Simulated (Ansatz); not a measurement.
Computed with Ansatz on PBE0-D4/def2-TZVP structures; ΔE is electronic, products minus reactants. CCSD(T)/CBS adds triple-zeta CCSD(T) − MP2 to the extrapolated MP2 energy (def2 sets, frozen cores). This one scheme is used for every species, atoms too. Functionals use def2-TZVPP. B3LYP here is the variant with VWN-RPA as its local correlation; programs differ in this. No spin–orbit coupling; open shells (•) take unrestricted orbitals. Spin–orbit coupling would lower the free atoms: a little for C, O, Si. Each species was taken in one conformer, which may not be the lowest.

Consider the atomization: `C=C[Si@@H](O)N(C)[Si@@H](O)C=C` → 5 C• + 13 H• + N• + 2 O• + 2 Si•.

```tsv
level	ΔE (kJ/mol)	difference from CCSD(T)/CBS
BLYP-D4	9256.5	-24.9
B3LYP-D4	9270.2	-11.2
r2SCANh-D4	9218.0	-63.4
ωB97M-V	9300.0	18.6
revPBE	9022.6	-258.8
r2SCAN0	9117.0	-164.4
MP2/def2-SVP	8834.8	-446.6
MP2/def2-QZVPP	9341.5	60.1
SCS-MP2/def2-QZVPP	9318.0	36.6
MP2/CBS(def2)	9441.9	160.5
CCSD(T)/CBS	9281.4	0
```

Largest T1 diagnostic among the species: 0.012.

From PBE to PBE0 (25 % exact exchange), in def2-TZVPP and without D4, ΔE moves by −148.3 kJ/mol: exact exchange takes away binding that semilocal exchange gives to molecules. The D4 term adds +103.7 kJ/mol with B3LYP and +56.5 kJ/mol with PBE0; it sums over pairs of atoms, weighted by their polarisabilities, and B3LYP, whose exchange is more repulsive, gets the larger term. Leaving LDA and LC-ωPBE aside and taking each functional with its dispersion term where it has one, the values, not all of them listed here, spread over 410.9 kJ/mol, from BHLYP-D4 to PBE-D4. LDA lies +1190.7 kJ/mol from PBE without D4, its usual overbinding.

For atomizations the MP2-based limit and the directly extrapolated one differ by several kJ/mol either way, and by 10 to 25 for some Ge, Se and Sn compounds, so smaller differences from it don't rank the levels.
